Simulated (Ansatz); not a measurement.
Reactions of GeH6O2Si, SMILES `O[SiH2][O][GeH3]`.

Calculated with Ansatz (gas phase, PBE0-D4/def2-TZVP geometries, no zero-point term in ΔE). CBS: MP2 limit from def2 TZ/QZ plus the TZ coupled-cluster correction, frozen cores. This one scheme is used for every species, atoms too. Functionals use def2-TZVPP. B3LYP here is the variant with VWN-RPA as its local correlation; programs differ in this. No spin–orbit coupling; open shells (•) take unrestricted orbitals. Spin–orbit coupling would lower the free atoms: a little for O, Si; clearly for Ge. Bonds to Ge are less sure, by a few kJ/mol each and by 10 to 20 or more in all where they break to atoms, as the def2 sets lack core-valence functions. Scalar relativity is left out up to krypton. Each species was taken in one conformer, which may not be the lowest.

```
                                                                   reaction  CCSD/CBS(def2) (kJ/mol)  B3LYP-D4 (kJ/mol)  B2PLYP (kJ/mol)
                             `O[SiH2][O][GeH3]` → `[GeH3]`• + `[O][SiH2]O`•                      463                434              449
                 `O[SiH2][O][GeH3]` + `NC=O` → `O=C[NH][GeH3]` + `O[SiH2]O`                       20                 25               23
   `O[SiH2][O][GeH3]` + `[CH3][GeH3]` → `O[SiH2][CH2][GeH3]` + `[OH][GeH3]`                      124                125              128
                       `O[SiH2][O][GeH3]` + H₂O → `O[SiH2]O` + `[OH][GeH3]`                       20                 17               14
   `O[SiH2][O][GeH3]` + `[OH][GeH2][F]` → `[F][GeH2][O][GeH3]` + `O[SiH2]O`                        3                  4                3
                        `O[SiH2][O][GeH3]` + CH₄ → `C[SiH2][O][GeH3]` + H₂O                      112                116              119
         `O[SiH2][O][GeH3]` + `N[SiH2]N` → `N[SiH2]N[SiH2]O` + `[OH][GeH3]`                       54                 53               55
                     `O[SiH2][O][GeH3]` + CH₃OH → `CO[SiH2][O][GeH3]` + H₂O                        0                  0                4
                               `O[SiH2][O][GeH3]` → Ge• + 6 H• + 2 O• + Si•                     3320               3313             3294
`O[SiH2][O][GeH3]` + `[SiH3][SiH2]S` → `[SiH3][SiH2][S][GeH3]` + `O[SiH2]O`                      -15                -15              -11
```

Q: Give the CCSD(T)/CBS values in the same order. (An estimate is asked.)

A: The calculation gave: 473, 18, 122, 20, 2, 111, 52, -1, 3362, -17 kJ/mol.

Largest T1 diagnostic: 0.019, for `[O][SiH2]O`•.
